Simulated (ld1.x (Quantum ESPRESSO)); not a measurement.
# Building the ultrasoft potential for S (Z = 16) (PBE, scalar-relativistic).

ld1.x (Quantum ESPRESSO) 7.5 was run on this input:

```
&input
   title='S', zed=16., rel=1, dft='PBE', iswitch=3,
   config='[Ne] 3s2 3p4',
   nld=2, rlderiv=1.90, eminld=-3.0, emaxld=5.0, deld=0.02
 /
 &inputp
   pseudotype=3, tm=.true., lloc=-2, rcloc=1.25,
   nlcc=.true.,
   file_pseudopw='S.UPF', file_wfcaegen='ae.wfc', file_wfcncgen='nc.wfc', file_beta='beta', file_chi='chi', file_wfcusgen='us.wfc'
 /
4
3S  1  0   2.00   0.00  1.30  1.75  0.0
3S  1  0   0.00   1.80  1.30  1.75  0.0
3P  2  1   4.00   0.00  1.00  1.10  0.0
3P  2  1   0.00  -0.10  1.00  1.10  0.0
 &test
   configts(1)='3s2 3p4'
 /
```

Command:

```bash
ld1.x < S.in > S.out
```

The program printed (shortened: banner, matrices, multipoles, cross overlaps and the repeated all-electron block are left out):

```
Program LD1 v.7.5
     --------------------------- All-electron run ----------------------------

     S
     scalar relativistic calculation

     atomic number is 16.00
     dft =PBE   lsd =0 sic =0 latt =0  beta=0.20 tr2=1.0E-14
     Exchange-correlation= PBE
                           (   1   4   3   4   0   0   0)
     mesh =1151 r(mesh) =  99.72449 a.u. xmin = -7.00 dx = 0.01250
     1 Ry =  13.60569312 eV, c = 137.03599908

     n l     nl                  e(Ry)          e(Ha)          e(eV)
     1 0     1S 1( 2.00)      -176.8331       -88.4165     -2405.9365
     2 0     2S 1( 2.00)       -15.5603        -7.7802      -211.7088
     2 1     2P 1( 6.00)       -11.5030        -5.7515      -156.5061
     3 0     3S 1( 2.00)        -1.2683        -0.6342       -17.2564
     3 1     3P 1( 4.00)        -0.5151        -0.2576        -7.0088

     final scf error:  6.2E-15 reached in  25 iterations

     Etot =    -798.093270 Ry,    -399.046635 Ha,  -10858.612115 eV

     Ekin =     801.127734 Ry,     400.563867 Ha,   10899.898095 eV
     Encl =   -1902.852675 Ry,    -951.426337 Ha,  -25889.629551 eV
     Eh   =     354.564312 Ry,     177.282156 Ha,    4824.093217 eV
     Exc  =     -50.932640 Ry,     -25.466320 Ha,    -692.973876 eV

     normalization and overlap integrals

     s(1S/1S) =  1.000000  <r> =   0.0969  <r2> =    0.0126  r(max) =   0.0633
     s(2S/2S) =  1.000000  <r> =   0.4790  <r2> =    0.2731  r(max) =   0.3877
     s(2P/2P) =  1.000000  <r> =   0.4425  <r2> =    0.2449  r(max) =   0.3254
     s(3S/3S) =  1.000000  <r> =   1.6944  <r2> =    3.3424  r(max) =   1.4048
     s(3P/3P) =  1.000000  <r> =   2.0716  <r2> =    5.1763  r(max) =   1.6119

     ------------------------ End of All-electron run ------------------------

     --------------------- Generating US pseudopotential ---------------------

      Generating local potential from pseudized AE potential:
      Matching radius rcloc =   1.2500
      Enforcing V''(0)=0 (lloc=-2)

      Local pseudo, rcloc= 1.255 Estimated cut-off energy=    18.81 Ry

      Computing core charge for nlcc:

       r > 0.87 : true rho core
       r < 0.87 : rho core = a sin(br)/r    a=   5.88  b=   3.09

      Integrated core pseudo-charge :   2.14

      Wfc   3S  rcut= 1.287  Using Troullier-Martins method
      Wfc-us  3S rcutus= 1.737  Estimated cut-off energy=    15.70 Ry

      Wfc   3S  rcut= 1.287  Using Troullier-Martins method
      Wfc-us  3S rcutus= 1.737  Estimated cut-off energy=    25.82 Ry

      Wfc   3P  rcut= 1.002  Using Troullier-Martins method
      Wfc-us  3P rcutus= 1.108  Estimated cut-off energy=    56.76 Ry

      Wfc   3P  rcut= 1.002  Using Troullier-Martins method
      Wfc-us  3P rcutus= 1.108  Estimated cut-off energy=    57.24 Ry

     ------------------- End of pseudopotential generation -------------------

     Computing logarithmic derivative in   1.90824
     Computing logarithmic derivative in   1.90824
     Computing the partial wave expansion
     R is outside the sphere for l=    0 j= 0.00
     R is outside the sphere for l=    0 j= 0.00
     R is outside the sphere for l=    1 j= 0.00
     R is outside the sphere for l=    1 j= 0.00

     ---------------------- Testing the pseudopotential ----------------------

     S
     scalar relativistic calculation

     atomic number is 16.00   valence charge is  6.00
     dft =PBE   lsd =0 sic =0 latt =0  beta=0.20 tr2=1.0E-14
     mesh =1151 r(mesh) =  99.72449 xmin = -7.00 dx = 0.01250

     n l     nl             e AE (Ry)        e PS (Ry)    De AE-PS (Ry)
     1 0     3S   1( 2.00)       -1.26832       -1.26833        0.00000
     2 1     3P   1( 4.00)       -0.51514       -0.51513       -0.00000

     eps = 1.3E-16  iter =  4

     Etot =    -798.093270 Ry,    -399.046635 Ha,  -10858.612115 eV
     Etotps =   -23.307804 Ry,     -11.653902 Ha,    -317.118826 eV

     Ekin =       7.459895 Ry,       3.729948 Ha,     101.497049 eV
     Encl =     -42.827648 Ry,     -21.413824 Ha,    -582.699836 eV
     Ehrt =      16.790247 Ry,       8.395123 Ha,     228.442948 eV
     Ecxc =      -7.608258 Ry,      -3.804129 Ha,    -103.515627 eV
     (Ecc =      -3.030040 Ry,      -1.515020 Ha,     -41.225800 eV)
     Epseu=       2.877960 Ry,       1.438980 Ha,      39.156641 eV

     ---------------------- End of pseudopotential test ----------------------
```

Note: ghost state, extra bound levels that the all-electron valence spectrum of the same l lacks: p at -8.0 eV. A true bound ghost makes a file unfit for plane-wave use.

Generation and configuration tests took about 1.2 s on one core of a shared server CPU.

Transferability test of the new file with ld1.x, input:

```
&input
   title='S', zed=16., rel=1, dft='PBE', iswitch=2,
   config='[Ne] 3s2 3p4'
 /
 &test
   file_pseudo='S.UPF', nconf=8,
   configts(1)='3s2 3p4',
   configts(2)='3s2 3p3',
   configts(3)='3s2 3p2',
   configts(4)='3s2 3p1',
   configts(5)='3s1 3p4',
   configts(6)='3s0 3p6',
   configts(7)='3s2 3p3.5',
   configts(8)='3s1 3p5'
 /
```

```bash
ld1.x < S.test.in > S.test.out
```

Pseudopotential blocks of its output, shortened (energy terms left out):

```
     ---------------------- Testing the pseudopotential ----------------------

     n l     nl             e AE (Ry)        e PS (Ry)    De AE-PS (Ry)
     1 0     3S   1( 2.00)       -1.26832       -1.26833        0.00000
     2 1     3P   1( 4.00)       -0.51514       -0.51513       -0.00000

     eps = 1.4E-16  iter =  4

     Etot =    -798.093271 Ry,    -399.046635 Ha,  -10858.612127 eV
     Etotps =   -23.307804 Ry,     -11.653902 Ha,    -317.118826 eV

     ---------------------- End of pseudopotential test ----------------------

          ---------------------- Testing the pseudopotential ----------------------

     n l     nl             e AE (Ry)        e PS (Ry)    De AE-PS (Ry)
     1 0     3S   1( 2.00)       -2.03078       -2.03060       -0.00018
     2 1     3P   1( 3.00)       -1.23448       -1.23433       -0.00014

     eps = 8.5E-15  iter = 13

     Etot =    -797.228269 Ry,    -398.614134 Ha,  -10846.843171 eV
     Etotps =   -22.442797 Ry,     -11.221398 Ha,    -305.349808 eV
     dEtot_ae =       0.865002 Ry
     dEtot_ps =       0.865007 Ry,   Delta E=      -0.000004 Ry

     ---------------------- End of pseudopotential test ----------------------

          ---------------------- Testing the pseudopotential ----------------------

     n l     nl             e AE (Ry)        e PS (Ry)    De AE-PS (Ry)
     1 0     3S   1( 2.00)       -2.89551       -2.89469       -0.00082
     2 1     3P   1( 2.00)       -2.05644       -2.05577       -0.00067

     eps = 3.9E-15  iter = 14

     Etot =    -795.590456 Ry,    -397.795228 Ha,  -10824.559602 eV
     Etotps =   -20.805236 Ry,     -10.402618 Ha,    -283.069655 eV
     dEtot_ae =       2.502814 Ry
     dEtot_ps =       2.502568 Ry,   Delta E=       0.000247 Ry

     ---------------------- End of pseudopotential test ----------------------

          ---------------------- Testing the pseudopotential ----------------------

     n l     nl             e AE (Ry)        e PS (Ry)    De AE-PS (Ry)
     1 0     3S   1( 2.00)       -3.83970       -3.83739       -0.00231
     2 1     3P   1( 1.00)       -2.96012       -2.95815       -0.00197

     eps = 4.3E-15  iter =  9

     Etot =    -793.088429 Ry,    -396.544214 Ha,  -10790.517782 eV
     Etotps =   -18.304288 Ry,      -9.152144 Ha,    -249.042529 eV
     dEtot_ae =       5.004842 Ry
     dEtot_ps =       5.003516 Ry,   Delta E=       0.001327 Ry

     ---------------------- End of pseudopotential test ----------------------

          ---------------------- Testing the pseudopotential ----------------------

     n l     nl             e AE (Ry)        e PS (Ry)    De AE-PS (Ry)
     1 0     3S   1( 1.00)       -2.07941       -2.07880       -0.00061
     2 1     3P   1( 4.00)       -1.27665       -1.27642       -0.00024

     eps = 6.6E-15  iter =  8

     Etot =    -796.428698 Ry,    -398.214349 Ha,  -10835.964466 eV
     Etotps =   -21.643417 Ry,     -10.821709 Ha,    -294.473694 eV
     dEtot_ae =       1.664572 Ry
     dEtot_ps =       1.664386 Ry,   Delta E=       0.000186 Ry

     ---------------------- End of pseudopotential test ----------------------

          ---------------------- Testing the pseudopotential ----------------------

     n l     nl             e AE (Ry)        e PS (Ry)    De AE-PS (Ry)
     1 0     3S   1( 0.00)       -1.36416       -1.36346       -0.00070
     2 1     3P   1( 6.00)       -0.59357       -0.59351       -0.00006

     eps = 6.7E-15  iter = 13

     Etot =    -796.568914 Ry,    -398.284457 Ha,  -10837.872201 eV
     Etotps =   -21.784050 Ry,     -10.892025 Ha,    -296.387102 eV
     dEtot_ae =       1.524356 Ry
     dEtot_ps =       1.523754 Ry,   Delta E=       0.000603 Ry

     ---------------------- End of pseudopotential test ----------------------

          ---------------------- Testing the pseudopotential ----------------------

     n l     nl             e AE (Ry)        e PS (Ry)    De AE-PS (Ry)
     1 0     3S   1( 2.00)       -1.63479       -1.63474       -0.00005
     2 1     3P   1( 3.50)       -0.86020       -0.86016       -0.00005

     eps = 3.2E-15  iter =  8

     Etot =    -797.750778 Ry,    -398.875389 Ha,  -10853.952278 eV
     Etotps =   -22.965298 Ry,     -11.482649 Ha,    -312.458798 eV
     dEtot_ae =       0.342493 Ry
     dEtot_ps =       0.342506 Ry,   Delta E=      -0.000013 Ry

     ---------------------- End of pseudopotential test ----------------------

          ---------------------- Testing the pseudopotential ----------------------

     n l     nl             e AE (Ry)        e PS (Ry)    De AE-PS (Ry)
     1 0     3S   1( 1.00)       -1.31802       -1.31769       -0.00033
     2 1     3P   1( 5.00)       -0.55568       -0.55566       -0.00002

     eps = 1.2E-15  iter = 11

     Etot =    -797.335435 Ry,    -398.667718 Ha,  -10848.301246 eV
     Etotps =   -22.550107 Ry,     -11.275053 Ha,    -306.809831 eV
     dEtot_ae =       0.757836 Ry
     dEtot_ps =       0.757697 Ry,   Delta E=       0.000139 Ry

     ---------------------- End of pseudopotential test ----------------------
```
